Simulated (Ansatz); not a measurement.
Cartesian coordinates in Å:
```
C -0.0474 -2.2708 -0.6830
Si -1.0494 -0.7483 -0.2897
N -0.0651 0.5880 0.2082
Si -0.1355 1.1807 1.8285
Ge 1.0491 1.4183 -1.0145
H 0.6470 -2.0822 -1.5060
H -0.7015 -3.0950 -0.9803
H 0.5326 -2.5891 0.1864
H -1.9823 -1.0281 0.8397
H -1.8537 -0.3764 -1.4884
H -1.4369 1.8325 2.1411
H 0.0721 0.0869 2.8164
H 0.9474 2.1905 1.9928
H 0.7048 2.9149 -1.0947
H 0.8024 0.7340 -2.3696
H 2.5164 1.2439 -0.5869
```

The species carries charge 0 and has multiplicity 1.

(1) List the PBE/def2-TZVPP orbital energies in eV (Ansatz 0.2.0). (An estimate is asked.)

Answers

(1) Ansatz gave: Occupied: -10804.79, -1779.72, -1779.62, -1338.13, -1191.55, -1191.54, -1191.53, -380.08, -268.55, -162.74, -137.43, -137.32, -114.21, -114.17, -114.15, -94.18, -94.15, -94.14, -94.08, -94.05, -94.03, -30.07, -30.01, -29.99, -29.94, -29.94, -20.51, -17.28, -14.09, -13.32, -11.93, -10.20, -10.16, -9.49, -9.35, -9.17, -8.31, -8.22, -7.93, -7.92, -7.71, -6.04. Lowest empty: -0.98, -0.20, 0.26, 0.46, 0.63, 0.73, 0.77, 0.90.
